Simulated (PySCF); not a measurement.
SCF from a fresh guess for singlet K₃Se⁺, at the PBE0 minimum. PySCF input:

```python
from pyscf import gto, scf, dft
mol = gto.M(atom='''
Se    -0.000000    -0.000000     0.028160
K      0.000000    -0.000000     2.986440
K      2.544020    -0.000000    -1.483300
K     -2.544020     0.000000    -1.483300''',
    basis={'Se': 'def2-TZVP', 'K': 'def2-TZVP'},
    charge=1, spin=0)
mf = dft.RKS(mol, xc='PBE')
mf.grids.atom_grid = (50, 194)
aux = {'Se': 'def2-universal-JKFIT', 'K': 'def2-universal-JKFIT'}
mf = mf.density_fit(auxbasis=aux)
mf.conv_tol = 1e-08
mf.diis_space = 10
mf.max_cycle = 60
mf.init_guess = 'minao'
mf.verbose = 4
mf.kernel()
```

Excerpt of the output (cycles and frontier levels):

```
init E= -4199.43953042691
  HOMO = -0.289169289634247  LUMO = -0.0981463504504561  gap/eV = 5.19800
cycle= 1 E= -4200.16284780072  delta_E= -0.723  |g|= 0.546  |ddm|= 1.83
  HOMO = -0.139641303113103  LUMO = -0.0990755757252497  gap/eV = 1.10385
cycle= 2 E= -4197.14333900694  delta_E= 3.02  |g|= 1.83  |ddm|=  4.6
  HOMO = -0.261263664621912  LUMO = -0.166885102685129  gap/eV = 2.56817
cycle= 3 E= -4200.289222787  delta_E= -3.15  |g|= 0.182  |ddm|=  4.3
  HOMO = -0.249499367098204  LUMO = -0.159043249105995  gap/eV = 2.46144
cycle= 4 E= -4200.28986813506  delta_E= -0.000645  |g|= 0.0861  |ddm|= 0.154
  HOMO = -0.225925606535326  LUMO = -0.155024711153193  gap/eV = 1.92931
cycle= 5 E= -4200.29366677997  delta_E= -0.0038  |g|= 0.0234  |ddm|= 0.206
  HOMO = -0.227870448944994  LUMO = -0.155462703561141  gap/eV = 1.97032
cycle= 6 E= -4200.29375938422  delta_E= -9.26e-05  |g|= 0.00961  |ddm|= 0.0312
  HOMO = -0.227602718643348  LUMO = -0.15572433539315  gap/eV = 1.95591
cycle= 7 E= -4200.29378093133  delta_E= -2.15e-05  |g|= 0.00217  |ddm|= 0.00787
  HOMO = -0.227228196519443  LUMO = -0.15569897793255  gap/eV = 1.94641
cycle= 8 E= -4200.2937831887  delta_E= -2.26e-06  |g|= 0.000212  |ddm|= 0.0043
  HOMO = -0.227196267386521  LUMO = -0.15569100025124  gap/eV = 1.94576
cycle= 9 E= -4200.29378320487  delta_E= -1.62e-08  |g|= 6.43e-05  |ddm|= 0.000362
  HOMO = -0.227189505667342  LUMO = -0.155688714462707  gap/eV = 1.94564
cycle= 10 E= -4200.2937832062  delta_E= -1.33e-09  |g|= 1.77e-05  |ddm|= 0.000102
  HOMO = -0.227195070336973  LUMO = -0.155689239305425  gap/eV = 1.94577
Extra cycle  E= -4200.29378320598  delta_E= 2.16e-10  |g|= 3.15e-05  |ddm|= 6.94e-05
converged SCF energy = -4200.29378320598
```

No lower solution of this spin was found by a stability analysis within the restricted form, which does not test spin polarisation.

The search for the lowest solution, with the stability check, took 8 s on 4 threads of a shared Intel Xeon @ 2.70GHz host, with 147 basis functions; the process peaked at 0.38 GiB.
